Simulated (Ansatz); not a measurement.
# Relaxing a trial structure of BGaH6Si

The starting geometry of this gas-phase singlet was optimised with GFN2-xTB.

```xyz
9

B    -0.0480    0.3864    0.6678
Ga    0.9137    2.7142    1.1311
Si   -0.7806   -1.3990    0.3106
H    -0.8559    1.1462    1.2312
H    -1.9996   -1.4153   -0.5252
H     0.3093    0.9851   -0.3618
H     0.9553    0.3659    1.4022
H    -1.1742   -2.1605    1.5137
H     0.1368   -2.3167   -0.3971
```

Task: Predict what becomes of its bonds when it is optimised with PBE0-D3(BJ)/pcseg-1.

Result: A new bond forms, giving a structure given below by its coordinates. Contacts that close: B1–Ga2 (2.56 → 2.21 Å).

The energy falls by 0.42 eV over 8 steps:

| step | E − E(last) (eV) |
| --- | --- |
| 1 | 0.418 |
| 2 | 0.062 |
| 3 | 0.007 |
| 4 | 0.000 |
| 5 | 0.000 |
| 6 | 0.000 |
| 7 | 0.000 |
| 8 | 0.000 |

Final geometry (Å):

```xyz
9

B    -0.0265    0.4346    0.6769
Ga    0.7994    2.4439    1.0786
Si   -0.7790   -1.3959    0.3111
H    -0.8579    1.1523    1.2585
H    -2.0000   -1.3307   -0.5543
H     0.2953    1.0056   -0.3790
H     0.9854    0.3671    1.3955
H    -1.1717   -2.0971    1.5752
H     0.2119   -2.2734   -0.3902
```

Frequencies at the end are all real (lowest 142 cm⁻¹). Run with Ansatz 0.2.0, 17 s on 2 threads of Intel(R) Xeon(R) Platinum 8259CL CPU @ 2.50GHz (Skylake/Cascade Lake) (shared host).
